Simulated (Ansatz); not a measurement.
Consider the atomization: `CC1CB1F` → B• + 3 C• + F• + 6 H•.

Gas-phase electronic energies from Ansatz, PBE0-D4/def2-TZVP geometries. CBS: MP2 limit from def2 TZ/QZ plus the TZ coupled-cluster correction, frozen cores. This one scheme is used for every species, atoms too. DFT in def2-TZVPP. B3LYP here is the variant with VWN-RPA as its local correlation; programs differ in this. Open shells (•) are unrestricted, without spin–orbit coupling. Spin–orbit coupling would lower the free atoms: a little for B, C, F.

`CC1CB1F`:

Z-matrix (Å, degrees):
```
C
C 1 1.509
H 1 1.094 2 111.4
H 1 1.093 2 111.1 3 -120.5
H 1 1.094 2 111.4 3 120.0
C 2 1.587 1 118.8 3 -75.9
B 2 1.513 1 124.3 3 -145.4
H 2 1.090 1 113.9 3 59.8
H 6 1.089 2 115.8 1 -4.1
H 6 1.086 2 116.7 1 132.0
F 7 1.311 2 148.7 1 -70.6
```

(1) What is ΔE at CCSD(T)/CBS? (An estimate is asked.)

(2) What do these levels give: PBE0-D4, B3LYP-D4, ωB97X-V, ωB97M-V, r2SCAN, PBE0, HF/def2-TZVPP, SCS-MP2/def2-TZVPP, CCSD/def2-TZVPP, MP2/def2-QZVPP, SCS-MP2/def2-QZVPP, HF/CBS(def2)? (Best estimate.)

Largest T1 diagnostic among the species: 0.014.

## Answers

(1) Ansatz gave: +46.58 eV.

(2) The calculation gave: PBE0-D4 47.25, B3LYP-D4 46.80, ωB97X-V 46.84, ωB97M-V 46.96, r2SCAN 47.03, PBE0 47.10, HF/def2-TZVPP 35.37, SCS-MP2/def2-TZVPP 46.10, CCSD/def2-TZVPP 44.96, MP2/def2-QZVPP 47.15, SCS-MP2/def2-QZVPP 46.76, HF/CBS(def2) 35.42 eV.

The D4 term adds +0.29 eV with B3LYP and +0.15 eV with PBE0; it sums over pairs of atoms, weighted by their polarisabilities, and B3LYP, whose exchange is more repulsive, gets the larger term. From PBE to PBE0 (25 % exact exchange), in def2-TZVPP and without D4, ΔE moves by −0.71 eV: exact exchange takes away binding that semilocal exchange gives to molecules. In def2-TZVPP, CCSD(T) changes the Hartree–Fock value by +10.21 eV (the triples alone add +0.62 eV) and MP2 by +11.19 eV; breaking electron pairs costs correlation energy, which Hartree–Fock lacks.

For atomizations the MP2-based limit and the directly extrapolated one differ by several kJ/mol either way, and by 10 to 25 for some Ge, Se and Sn compounds, so smaller differences from it don't rank the levels.
